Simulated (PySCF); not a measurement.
# Correlation energy of C+ (carbon, charge +1)

[He] 2s2 3d1, 2D determinant (an excited configuration). Computed with PySCF 2.14 in aug-cc-pVTZ-DK, with the spin-free X2C one-electron Hamiltonian (Gaussian nucleus). Frozen: 1s2; 3 electrons correlated.

MP2 pair energies summed by pair of shells (mhartree):

| pair | energy | share (%) |
| --- | --- | --- |
| 2s-2s | -42.83 | 76.9 |
| 2s-3d | -12.90 | 23.1 |

Total MP2 correlation energy: -55.73 mhartree.

Same-spin part -3.59 and opposite-spin part -52.14 mhartree; SCS-MP2 scales them by 1/3 and 6/5 to -63.77 mhartree.
